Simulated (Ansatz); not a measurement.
WO2(OH)2 (WO4H2). The state is a singlet with charge 0. Geometry PBE-D4/def2-SVP.

| atom | x (Å) | y (Å) | z (Å) |
| --- | --- | --- | --- |
| W1 | -0.0310 | 0.0282 | 0.3278 |
| O2 | 1.2422 | 0.3698 | 1.4426 |
| O3 | -1.4931 | -0.1385 | 1.2305 |
| O4 | 0.3201 | -1.6112 | -0.5677 |
| H5 | 1.1415 | -2.1306 | -0.4971 |
| O6 | -0.1842 | 1.4849 | -0.8834 |
| H7 | -0.9954 | 1.9975 | -1.0527 |

In the def2 sets W takes a core potential; there is no spin–orbit coupling.

Problem. Estimate the orbital energies around the gap (eV) in Ansatz with PBE-D4/def2-TZVP, BLYP-D4/def2-TZVP, r2SCAN-D4/def2-TZVP, B97M-V/def2-TZVP, PBE0-D4/def2-TZVPD.

Solution. 
```
orbital  PBE-D4/def2-TZVP  BLYP-D4/def2-TZVP  r2SCAN-D4/def2-TZVP  B97M-V/def2-TZVP  PBE0-D4/def2-TZVPD
HOMO−13            -22.92             -22.74               -24.27            -25.08              -26.06
HOMO−12            -22.60             -22.43               -23.95            -24.79              -25.71
HOMO−11            -13.55             -13.44               -14.06            -14.17              -15.50
HOMO−10            -13.54             -13.42               -14.06            -14.16              -15.49
 HOMO−9            -10.40             -10.28               -10.84            -10.88              -12.30
 HOMO−8            -10.28             -10.16               -10.74            -10.81              -12.19
 HOMO−7            -10.22             -10.09               -10.64            -10.63              -12.11
 HOMO−6             -9.81              -9.68               -10.23            -10.26              -11.67
 HOMO−5             -9.12              -9.01                -9.54             -9.62              -10.92
 HOMO−4             -8.70              -8.61                -9.12             -9.18              -10.48
 HOMO−3             -8.57              -8.45                -8.94             -8.97              -10.25
 HOMO−2             -8.11              -8.01                -8.50             -8.55               -9.83
 HOMO−1             -8.05              -7.95                -8.42             -8.45               -9.69
   HOMO             -7.31              -7.21                -7.67             -7.73               -8.97
   LUMO             -2.55              -2.48                -2.46             -2.39               -1.85
 LUMO+1             -2.29              -2.22                -2.22             -2.12               -1.61
 LUMO+2             -1.51              -1.48                -1.31             -1.32               -0.83
 LUMO+3             -1.34              -1.37                -0.82             -1.19               -0.80
 LUMO+4             -0.46              -0.44                -0.26             -0.34                0.13
 LUMO+5             -0.30              -0.26                -0.09             -0.11                0.27
```
